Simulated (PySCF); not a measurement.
# Hartree-Fock beside MP2: CClH3OSi

All numbers below are calculated, not measured. They come from PySCF 2.14.0, an open-source quantum chemistry program, on an isolated molecule that a program drew, which may never have been made. The molecule is CClH3OSi (charge 0, singlet), drawn as the SMILES string `CO[Si]Cl`.

The geometry was optimised and harmonic frequencies were computed with HF and MP2, all in the cc-pV(D+d)Z basis, for the commonest isotopes, with a restricted reference for singlets and an unrestricted one otherwise, and a frozen core in MP2. Each result is a local minimum of its method.

Geometry at the HF minimum:
```xyz
7
CClH3OSi, angstrom
C    -2.7516    0.8122   -0.1569
O    -2.8397    0.2733   -1.4562
Si   -2.7998    1.0748   -2.8789
Cl   -2.9953   -0.5563   -4.1920
H    -3.6531    0.5522    0.3959
H    -1.8895    0.3791    0.3481
H    -2.6452    1.9003   -0.1713
```

Lengths of the bonds as drawn, in Å (atoms numbered as above):
| bond | HF | MP2 |
|---|---|---|
| C1-O2 | 1.409 | 1.432 |
| O2-Si3 | 1.633 | 1.668 |
| Si3-Cl4 | 2.103 | 2.095 |
| C1-H5 | 1.089 | 1.101 |
| C1-H6 | 1.089 | 1.101 |
| C1-H7 | 1.093 | 1.106 |

Rotational constants, in GHz:
| constant | HF | MP2 |
|---|---|---|
| A | 17.3 | 17.73 |
| B | 2.201 | 2.185 |
| C | 1.977 | 1.97 |

Harmonic frequencies in cm^-1, each column in rising order, so a row needn't be the same motion in every method:
```
rank    HF   MP2
   1   114   132
   2   148   157
   3   172   172
   4   290   285
   5   534   541
   6   802     ?
   7  1202  1101
   8  1275  1184
   9  1302  1211
  10  1595  1481
  11  1595  1493
  12  1610  1510
  13  3180  3065
  14  3265  3168
  15  3292  3197
```

**Estimate the missing MP2 frequency from the HF column.**

A single factor s that minimises the squared misfit of MP2 against s times HF over the other rows is sum(HF x MP2) / sum(HF^2) = 0.9584, with an rms misfit of 33 cm^-1. For rank 6 it gives 0.9584 x 802 = 769 cm^-1. The calculation gives 764 cm^-1, 5 cm^-1 below the estimate. The drawn bonds are on average 1.1 % longer in MP2 than in HF.
